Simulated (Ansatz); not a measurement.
Stepwise reaction of `CN(C)[Si](O)(O)N(C)C` with water, as a gas-phase model of exchange steps in deposition or etching. ΔE in kJ/mol.

Calculated with Ansatz (gas phase, PBE0-D4/def2-TZVP geometries, no zero-point term in ΔE). CBS: MP2 limit from def2 TZ/QZ plus the TZ coupled-cluster correction, frozen cores. This one scheme is used for every species. DFT in def2-TZVPP. B3LYP here is the variant with VWN-RPA as its local correlation; programs differ in this. One conformer a species, not always the lowest.

| step | reaction | PBE-D4 | B3LYP-D4 | ωB97M-V | CCSD(T)/CBS |
| --- | --- | --- | --- | --- | --- |
| 1 | `CN(C)[Si](O)(O)N(C)C` + H₂O → `CN(C)[Si](O)(O)O` + `CNC` | -37.6 | -40.0 | -41.1 | -39.3 |
| 2 | `CN(C)[Si](O)(O)O` + H₂O → `O[Si](O)(O)O` + `CNC` | -47.5 | -51.3 | -52.7 | -49.9 |

(1) By hand: ΔE of the 2 steps together at CCSD(T)/CBS.

Answers

(1) (-39.3) + (-49.9) = -89.2 kJ/mol, or -44.6 kJ/mol a step.

In ΔE each step is lower than the one before. All are downhill at CCSD(T)/CBS. PBE-D4 differs from CCSD(T)/CBS by 1.7 to 2.4 kJ/mol a step. Only this route is followed, and other bonds may react first. Isolated molecules leave out the surface, adducts and barriers. Largest T1 diagnostic: 0.011.
